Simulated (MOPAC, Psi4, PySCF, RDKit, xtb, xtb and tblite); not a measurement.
Two geometries of SMILES [SeH][SiH2]Br (H3BrSeSi), relaxed at GFN2-xTB with one dihedral held; other torsions can differ between them too.

Structure A

```
6

Se     1.6574    -0.6048    -0.4804
Si    -0.5440    -0.2512    -0.0207
Br    -1.2119     1.7521    -0.6969
H      2.1466     0.4992     0.3015
H     -1.2769    -1.2255    -0.8048
H     -0.7885    -0.2707     1.4111
```

Structure B

```
6

Se     1.6513    -0.6112    -0.5092
Si    -0.5355    -0.2673     0.0120
Br    -1.6973    -1.8138    -1.0577
H      2.1140     0.4892     0.2941
H     -0.7782    -0.4749     1.4303
H     -1.0002     1.0172    -0.4859
```

**Question.** Which is lower in energy at the level DF-MP2 (frozen core)/cc-pVTZ // GFN2-xTB (Psi4), and by how much?

**Answer.** A is lower, by 3.25 kJ/mol (dihedral H4–Se1–Si2–Br3: 60° in A, 180° in B).

E(B) − E(A) in kJ/mol at the other levels, on the same two geometries: GFN2-xTB (xtb and tblite) 1.74; PBE0/def2-TZVP // GFN2-xTB (Psi4) 3.87; PBE0-D3(BJ)/def2-TZVP // GFN2-xTB (Psi4) 3.97; PBE/def2-TZVP // GFN2-xTB (Psi4) 4.68; PBE-D3(BJ)/def2-TZVP // GFN2-xTB (Psi4) 4.77; M06-2X/def2-TZVP // GFN2-xTB (Psi4) 3.66; HF/cc-pVTZ // GFN2-xTB (Psi4) 2.83; UFF // GFN2-xTB (RDKit) -1.17; PM6, restricted, heats of formation // GFN2-xTB (MOPAC) 5.34; AM1, restricted, heats of formation // GFN2-xTB (MOPAC) 2.64; GFN1-xTB // GFN2-xTB (xtb) -7.31; restricted B3LYP/6-31G*, spherical d // GFN2-xTB (PySCF) 6.08; restricted BP86/6-31G*, spherical d // GFN2-xTB (PySCF) 7.00; restricted B3LYP/3-21G // GFN2-xTB (PySCF) 10.79.
